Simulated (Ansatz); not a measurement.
`O[Si](F)(Cl)O[SiH3]` + `C=N` → `C=N[Si](O)(F)Cl` + `O[SiH3]`  (ligand exchange at the Si–O bond)

Gas-phase electronic energies from Ansatz, PBE0-D4/def2-TZVP geometries. CCSD(T)/CBS adds triple-zeta CCSD(T) − MP2 to the extrapolated MP2 energy (def2 sets, frozen cores). This one scheme is used for every species. DFT in def2-TZVPP. B3LYP here is the variant with VWN-RPA as its local correlation; programs differ in this. Each species was taken in one conformer, which may not be the lowest.

```csv
level,ΔE (kJ/mol),difference from CCSD(T)/CBS
PBE-D4,69.0,-12.2
r2SCAN-D4,76.5,-4.7
PBE0-D4,74.5,-6.7
B3LYP-D4,79.2,-2.0
ωB97X-V,78.9,-2.3
ωB97M-V,78.4,-2.8
B2PLYP,78.9,-2.3
PBE,67.7,-13.5
r2SCAN,76.1,-5.1
PBE0,73.2,-8.0
B3LYP,77.1,-4.1
HF/def2-TZVPP,90.0,8.8
MP2/def2-TZVPP,78.9,-2.3
SCS-MP2/def2-TZVPP,81.8,0.6
CCSD/def2-TZVPP,84.7,3.5
CCSD(T)/def2-TZVPP,82.5,1.3
HF/def2-QZVPP,91.5,10.3
MP2/def2-QZVPP,78.7,-2.5
SCS-MP2/def2-QZVPP,81.6,0.4
HF/CBS(def2),91.7,10.5
MP2/CBS(def2),77.7,-3.5
CCSD/CBS(def2),83.4,2.2
CCSD(T)/CBS,81.2,0
```

Largest T1 diagnostic among the species: 0.012.

In def2-TZVPP, CCSD(T) changes the Hartree–Fock value by −7.5 kJ/mol (the triples alone add −2.2 kJ/mol) and MP2 by −11.1 kJ/mol. From PBE to PBE0 (25 % exact exchange), in def2-TZVPP and without D4, ΔE moves by +5.4 kJ/mol.
